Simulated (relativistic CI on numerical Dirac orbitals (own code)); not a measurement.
Method of calculation: Dirac equation for one electron, model QED (radiative potential, 1s self-energy scaled to tabulated hydrogen-like ionisation energies) (own radial code, finite nucleus).

Configuration list: 1s, 2s, 2p, 3s, 3p, 3d, 4s, 4p, 4d, 4f, 5s, 5p, 5d, 5f, 5g, 6s, 6p, 6d. Levels of other configurations are missing.

Outline of the computed level scheme of Tc XLIII. Lowest level of each configuration: 1s 2S_1/2 at 0.0 eV; 2p 2P°_1/2 at 19293.7 eV; 2s 2S_1/2 at 19296.9 eV; 3p 2P°_1/2 at 22919.6 eV; 3s 2S_1/2 at 22920.6 eV; 3d 2D_3/2 at 22968.6 eV; 4p 2P°_1/2 at 24181.9 eV; 4s 2S_1/2 at 24182.3 eV; 4d 2D_3/2 at 24202.5 eV.

Some strong electric-dipole decays among the lowest 14 levels: 2p 2P°_1/2 → 1s 2S_1/2 (2.2e+15 s⁻¹); 2p 2P°_3/2 → 1s 2S_1/2 (2.1e+15 s⁻¹); 3p 2P°_3/2 → 1s 2S_1/2 (5.7e+14 s⁻¹); 3p 2P°_1/2 → 1s 2S_1/2 (5.6e+14 s⁻¹); 4p 2P°_3/2 → 1s 2S_1/2 (2.3e+14 s⁻¹); 4p 2P°_1/2 → 1s 2S_1/2 (2.3e+14 s⁻¹); 3d 2D_5/2 → 2p 2P°_3/2 (2.2e+14 s⁻¹); 3d 2D_3/2 → 2p 2P°_1/2 (1.9e+14 s⁻¹).
